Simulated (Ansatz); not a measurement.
Stepwise reaction of `[SeH][SnH2][SeH]` with hydrogen chloride, as a gas-phase model of exchange steps in deposition or etching. ΔE in kJ/mol; ΔG adds harmonic PBE0-D4 terms to CCSD(T)/CBS, at 1 bar.

Gas-phase electronic energies from Ansatz, PBE0-D4/def2-TZVP geometries. CBS: MP2 limit from def2 TZ/QZ plus the TZ coupled-cluster correction, frozen cores. This one scheme is used for every species. DFT in def2-TZVPP. B3LYP here is the variant with VWN-RPA as its local correlation; programs differ in this. def2 core potentials past Kr. For Se, Sn outer-core shells are correlated without core-valence functions, which leaves a few kJ/mol of doubt a bond. Scalar relativity is left out up to krypton. One conformer a species, not always the lowest.

| step | reaction | PBE-D4 | B3LYP-D4 | ωB97M-V | CCSD(T)/CBS | ΔG(600 K) |
| --- | --- | --- | --- | --- | --- | --- |
| 1 | `[SeH][SnH2][SeH]` + HCl → `[Cl][SnH2][SeH]` + H₂Se | -10.6 | -14.5 | -16.1 | -10.2 | -5.8 |
| 2 | `[Cl][SnH2][SeH]` + HCl → `[Cl][SnH2][Cl]` + H₂Se | -6.5 | -10.3 | -12.1 | -6.4 | -6.1 |

Problem. By hand: ΔE of the 2 steps together at CCSD(T)/CBS.

Solution. (-10.2) + (-6.4) = -16.6 kJ/mol, or -8.3 kJ/mol a step.

In ΔE the steps differ by no more than 3.8 kJ/mol. All are downhill at CCSD(T)/CBS. ΔG lies between -6.1 and -5.8 kJ/mol a step. PBE-D4 differs from CCSD(T)/CBS by -0.4 to -0.1 kJ/mol a step. Isolated molecules leave out the surface, adducts and barriers. Largest T1 diagnostic: 0.011.
